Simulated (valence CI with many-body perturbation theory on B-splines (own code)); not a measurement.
## Nd XXIX: one-electron terms

Computed by relativistic CI+MBPT: four valence electrons over a frozen Dirac-Fock core [Ar] 3d10, a basis of 11 s, 11 p, 9 d, 7 f, 5 g, 2 h, 1 i functions for each j, with the one-electron correlation potential Σ1 (screened to all orders), the two-electron term Σ2, the three-electron term Σ3, Breit, model QED; selected single and double excitations, second order for the rest (own B-spline code, finite nucleus).

No measured spectrum was set against this ion. As an estimate, large intervals hold to a few tenths of a per cent, small ones and those within an open d or f shell to about a per cent.

These are the spectroscopic orbitals of the CI (the correlating ones are not listed), shaped by the core and the other valence electrons. h is the expectation value of the core's Dirac-Fock operator, without the valence repulsion; Σ1 is computed up to l = 3 at one energy for each symmetry, that of its lowest orbital but kept below the first core excitation, so for empty shells it is not the orbital's own correlation shift; Breit and QED include the response of the core.

| Orbital | h (hartree) | Σ1 (cm⁻¹) | Breit (cm⁻¹) | QED (cm⁻¹) | ⟨r⟩ (bohr) |
| --- | --- | --- | --- | --- | --- |
| 4s1/2 | -45.47 | -12954 | 5405 | 4067 | 0.5460 |
| 5s1/2 | -26.806 | -4537 | 2347 | 1792 | 0.9332 |
| 6s1/2 | -17.692 | -2159 | 1203 | 932 | 1.427 |
| 7s1/2 | -12.555 | -1218 | 707 | 550 | 2.023 |
| 4p1/2 | -43.05 | -13327 | 8423 | -54.8 | 0.5485 |
| 5p1/2 | -25.647 | -4736 | 3685 | -21.4 | 0.9500 |
| 6p1/2 | -17.058 | -2311 | 1944 | -10.7 | 1.455 |
| 7p1/2 | -12.17 | -1320 | 1157 | -6.2 | 2.062 |
| 4p3/2 | -41.831 | -12083 | 5201 | 344 | 0.5659 |
| 5p3/2 | -25.088 | -4432 | 2286 | 154 | 0.9724 |
| 6p3/2 | -16.754 | -2192 | 1284 | 82.8 | 1.482 |
| 7p3/2 | -11.987 | -1262 | 766 | 49.7 | 2.094 |
| 4d3/2 | -37.943 | -13001 | 3458 | -225 | 0.5632 |
| 5d3/2 | -23.262 | -4819 | 1575 | -98.0 | 0.9923 |
| 6d3/2 | -15.754 | -2432 | 860 | -52.6 | 1.521 |
| 4d5/2 | -37.688 | -12564 | 2069 | -82.0 | 0.5680 |
| 5d5/2 | -23.141 | -4667 | 911 | -33.6 | 0.9981 |
| 6d5/2 | -15.687 | -2356 | 497 | -17.4 | 1.528 |
| 4f5/2 | -33.536 | -12283 | 1068 | -108 | 0.5378 |
| 5f5/2 | -21.31 | -4040 | 491 | -53.5 | 0.9927 |
| 4f7/2 | -33.486 | -11982 | 293 | -66.4 | 0.5394 |
| 5f7/2 | -21.281 | -3936 | 137 | -32.0 | 0.9946 |
| 5g7/2 | -20.458 |  | 25.7 | -8.6 | 0.9216 |
| 5g9/2 | -20.447 |  | -14.8 | 0.1 | 0.9224 |

Among the shells of the start configuration 4s2 4p2, Σ1 is largest in size for 4p1/2, where it is 0.14 % of h.

Lowest root of each symmetry, sizes in configuration state functions:

```csv
J,Parity,Roots,Reference,Variational,Second order,Change by selected CI (cm⁻¹),Change by second order (cm⁻¹)
0,even,8,36,16423,59973,-5134,-2
1,even,12,74,37986,174425,-4213,-4
2,even,16,109,39990,312498,-4870,-15
3,even,10,97,39993,317300,-6956,-29
4,even,6,82,39997,299020,-4562,-19
5,even,3,47,25571,328686,-5924,-22
0,odd,3,17,10891,56927,-7271,-5
1,odd,8,46,30722,216386,-7127,-6
2,odd,9,58,38617,278857,-5011,-6
3,odd,5,53,37992,292966,-5291,-12
4,odd,2,37,25483,284610,-7286,-18
```
